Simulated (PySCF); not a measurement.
BHandHLYP single point of singlet CuH₃ at its PBE0 minimum.

An equivalent PySCF input for this run (the driver started from the density of an earlier step):

```python
from pyscf import gto, scf, dft
mol = gto.M(atom='''
Cu    -0.010915    -0.026291     0.000000
H      0.995783     1.378298    -0.000000
H      0.273156     1.678295    -0.000000
H     -0.587409    -1.414939     0.000000''',
    basis={'Cu': 'def2-TZVP', 'H': 'def2-TZVP'},
    charge=0, spin=0)
mf = dft.RKS(mol, xc='BHANDHLYP')
mf.grids.atom_grid = (75, 302)
aux = {'Cu': 'def2-universal-JKFIT', 'H': 'def2-universal-JKFIT'}
mf = mf.density_fit(auxbasis=aux)
mf.conv_tol = 1e-08
mf.diis_space = 10
mf.max_cycle = 60
mf.verbose = 4
mf.kernel()
```

SCF log (excerpt):

```
init E= -1642.20071003368
  HOMO = -0.291273332432541  LUMO = 0.00789646281613088  gap/eV = 8.14082
cycle= 1 E= -1642.20101165868  delta_E= -0.000302  |g|= 0.175  |ddm|= 0.159
  HOMO = -0.267034667532074  LUMO = 0.0122719805010671  gap/eV = 7.60032
cycle= 2 E= -1642.1888687802  delta_E= 0.0121  |g|= 0.433  |ddm|= 0.181
  HOMO = -0.281043517851454  LUMO = 0.00866246246888025  gap/eV = 7.88330
cycle= 3 E= -1642.2034858608  delta_E= -0.0146  |g|= 0.00309  |ddm|= 0.116
  HOMO = -0.28200688416092  LUMO = 0.00848031444863029  gap/eV = 7.90456
cycle= 4 E= -1642.2034884211  delta_E= -2.56e-06  |g|= 0.00295  |ddm|= 0.00665
  HOMO = -0.281791726275872  LUMO = 0.00837641830514091  gap/eV = 7.89588
cycle= 5 E= -1642.20348927148  delta_E= -8.5e-07  |g|= 0.000757  |ddm|= 0.00219
  HOMO = -0.281731372273351  LUMO = 0.00837969456624155  gap/eV = 7.89432
cycle= 6 E= -1642.20348933979  delta_E= -6.83e-08  |g|= 9.3e-05  |ddm|= 0.000702
  HOMO = -0.281736997006653  LUMO = 0.00837772325623298  gap/eV = 7.89442
cycle= 7 E= -1642.20348934272  delta_E= -2.93e-09  |g|= 6.82e-06  |ddm|= 0.000176
  HOMO = -0.281736315513557  LUMO = 0.0083773728976535  gap/eV = 7.89440
Extra cycle  E= -1642.20348934275  delta_E= -3.8e-11  |g|= 3.52e-06  |ddm|= 1.37e-05
converged SCF energy = -1642.20348934275
```

This run, together with those of the ionised and electron-attached species (not shown), took 1.9 s on 2 threads of a shared Arm Neoverse V2 host, with 63 basis functions; the process peaked at 0.74 GiB.
